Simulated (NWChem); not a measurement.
# C$_{2}$H$_{6}$BiCl; SMILES [Cl][Bi]([CH3])[CH3]

Program: NWChem. The geometry was optimised at PBE0/def2-SVP. No frequency run checked for a minimum. def2 effective core potentials on Bi; no spin-orbit coupling. Level SCAN/def2-SVP: energy and gradient on several grids; changes count from the extra-fine grid, which is no exact limit either.

```csv
grid,size of the energy change (μHa),largest change of a gradient component (μHa/bohr)
xcoarse,20000,9000
coarse,10000,1000
medium,2000,300
fine,400,500
xfine,< 10,< 30
```
